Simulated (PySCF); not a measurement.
C$_{3}$H$_{7}$Se, doublet, geometry from GFN2-xTB. Base run: PySCF with PBE/6-31G.

The PySCF input:
```python
from pyscf import gto, scf, dft, solvent

mol = gto.Mole()
mol.atom = '''
    C    -0.597373   -1.609951    1.038210
    C     0.349400   -0.443959    0.818004
    C     1.743224   -0.898703    0.424473
    Se   -0.386839    0.773581   -0.578794
    H    -0.222335   -2.240796    1.842781
    H    -0.676986   -2.212560    0.135327
    H    -1.591089   -1.258903    1.309108
    H     0.397412    0.175177    1.718614
    H     2.165854   -1.515087    1.216565
    H     1.708366   -1.487713   -0.490146
    H     2.399803   -0.046174    0.262640
'''
mol.basis = '6-31g'
mol.charge = 0
mol.spin = 1
mol.verbose = 3
mol.build()

mf = dft.UKS(mol)
mf.xc = 'pbe'
mf.kernel()
mf.analyze()
```

Variants of this job, named by their change:

```csv
change,ΔE vs base (kJ/mol),dipole (D)
base,0.00,1.98
model = IEF-PCM; solvent = 2-propanol,-10.38,2.64
model = C-PCM; solvent = 2-propanol,-10.71,2.65
model = SS(V)PE; solvent = 2-propanol,-10.24,2.62
model = IEF-PCM; solvent = n-hexane,-3.82,2.22
model = IEF-PCM; solvent = methanol,-10.79,2.67
model = IEF-PCM; solvent = 2-propanol; lebedev_order = 41,-10.43,2.64
model = IEF-PCM; solvent = 2-propanol; vdw_scale = 1.1,-13.60,2.73
model = IEF-PCM; solvent = dichloromethane,-9.31,2.57
model = IEF-PCM; solvent = 2-propanol; vdw_scale = 1.4,-6.10,2.46
model = IEF-PCM; solvent = 2-propanol; vdw_scale = 1.0,-17.84,2.79
model = IEF-PCM; solvent = 2-propanol; lebedev_order = 11,-10.05,2.62
```

The base is the gas phase, so ΔE is the electrostatic part of solvation at a fixed geometry, without cavity and dispersion terms.

Open shells are given as the SCF converged; they aren't shown to be the lowest states, and a large step between rows can be another state.
